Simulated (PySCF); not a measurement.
Si(OSiH3)(NHSiH3)(Me)2 (C₂H₁₃NOSi₃), SMILES C[Si](C)(N[SiH3])O[SiH3].

The structure is a stationary point at PBE-D3(BJ)/def2-SVP. One conformer was computed; it need not be the lowest.

Two levels are set side by side: PBE/def2-SVP (PySCF) and B3LYP/def2-SVP (PySCF). Same geometry, gas phase. Differences are taken from unrounded values.

```
quantity                     B3LYP
---------------------------  -----
orbital gap (eV)              7.22
highest occupied level (eV)  -6.84
lowest empty level (eV)       0.38
dipole moment (D)             0.51
mean polarisability (bohr³)   99.6
```

**Question.** What does PBE give, and how far is it from B3LYP? (Estimate from the structure and the level; the computed values follow.)

**Answer.** 
```tsv
quantity	PBE	PBE minus B3LYP
orbital gap (eV)	5.43	-1.79
highest occupied level (eV)	-5.73	1.11
lowest empty level (eV)	-0.30	-0.68
dipole moment (D)	0.50	-0.01
mean polarisability (bohr³)	103.8	4.1
```

Without exact exchange PBE keeps part of each electron's self-repulsion, which lifts occupied levels and narrows the gap. PBE's more diffuse valence density responds more strongly to a field. Differences between two approximate levels are no errors against the true value.

Rough cost on one machine, each run with all the roots and properties that it gave: B3LYP against PBE within a factor of 2.
